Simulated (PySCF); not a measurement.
First SCF of a structure search on singlet Ru₂H₆, at a hand-made doubly bridged geometry. PySCF input:

```python
from pyscf import gto, scf, dft
mol = gto.M(atom='''
Ru     1.135000     0.000000     0.000000
Ru    -1.135000     0.000000     0.000000
H      0.000000     1.217100     0.000000
H      0.000000    -1.217100     0.000000
H      1.920000     0.000000     1.350200
H      1.920000     0.000000    -1.350200
H     -1.920000     0.000000     1.350200
H     -1.920000     0.000000    -1.350200''',
    basis={'Ru': 'def2-TZVP', 'H': 'def2-TZVP'},
    ecp={'Ru': 'def2-TZVP'},
    charge=0, spin=0)
mf = dft.RKS(mol, xc='PBE0')
mf.grids.atom_grid = (50, 194)
aux = {'Ru': 'def2-universal-JKFIT', 'H': 'def2-universal-JKFIT'}
mf = mf.density_fit(auxbasis=aux)
mf.conv_tol = 1e-08
mf.diis_space = 10
mf.max_cycle = 60
mf.init_guess = 'minao'
mf.verbose = 4
mf.kernel()
```

Excerpt of the output (cycles and frontier levels):

```
init E= -177.247367600162
  HOMO = -0.856178647348261  LUMO = -0.714536675983877  gap/eV = 3.85427
cycle= 1 E= -190.798387537002  delta_E= -13.6  |g|= 3.27  |ddm|= 6.08
  HOMO = 0.102968568749969  LUMO = 0.109141422022586  gap/eV = 0.16797
cycle= 2 E= -170.638625369063  delta_E= 20.2  |g|=  7.2  |ddm|=   89
  HOMO = -0.416752094994512  LUMO = -0.381631978280819  gap/eV = 0.95567
cycle= 3 E= -192.88376598548  delta_E= -22.2  |g|= 0.828  |ddm|= 88.9
  HOMO = -0.133830278292384  LUMO = -0.129764005440814  gap/eV = 0.11065
cycle= 4 E= -193.008501639484  delta_E= -0.125  |g|= 0.804  |ddm|= 2.98
  HOMO = -0.169532715937699  LUMO = -0.141393754664221  gap/eV = 0.76570
cycle= 5 E= -193.10993775189  delta_E= -0.101  |g|= 0.451  |ddm|= 1.03
  HOMO = -0.20381289805832  LUMO = -0.154075829328023  gap/eV = 1.35341
cycle= 6 E= -193.147171261122  delta_E= -0.0372  |g|= 0.202  |ddm|= 0.578
  HOMO = -0.220451039607398  LUMO = -0.166285588255316  gap/eV = 1.47392
cycle= 7 E= -193.1557367814  delta_E= -0.00857  |g|= 0.0212  |ddm|= 0.301
  HOMO = -0.220623593566082  LUMO = -0.167350715831229  gap/eV = 1.44963
cycle= 8 E= -193.15583113073  delta_E= -9.43e-05  |g|= 0.00279  |ddm|= 0.0295
  HOMO = -0.2203143984398  LUMO = -0.167010467251583  gap/eV = 1.45047
cycle= 9 E= -193.155832943954  delta_E= -1.81e-06  |g|= 0.000339  |ddm|= 0.00586
  HOMO = -0.22029324129384  LUMO = -0.166976776793239  gap/eV = 1.45081
cycle= 10 E= -193.155832973032  delta_E= -2.91e-08  |g|= 4.73e-05  |ddm|= 0.000616
  HOMO = -0.220295170795803  LUMO = -0.166967946642713  gap/eV = 1.45111
cycle= 11 E= -193.155832974355  delta_E= -1.32e-09  |g|= 1.01e-05  |ddm|= 0.000171
  HOMO = -0.220294429751908  LUMO = -0.166966690829973  gap/eV = 1.45112
Extra cycle  E= -193.155832974474  delta_E= -1.19e-10  |g|= 3.62e-06  |ddm|= 3.35e-05
converged SCF energy = -193.155832974474
```

No lower solution of this spin was found from smeared starts or by a stability analysis within the restricted form, which does not test spin polarisation.

At the minimum of this search the closed-shell solution is unstable towards spin polarisation, so a lower open-shell solution exists.

The search for the lowest solution, 3 starts and the stability check together, took 13 s on 4 threads of a shared Arm Neoverse V1 host, with 116 basis functions; the process peaked at 0.82 GiB. Launch command: `OMP_NUM_THREADS=4 python axn.py task.json out`.
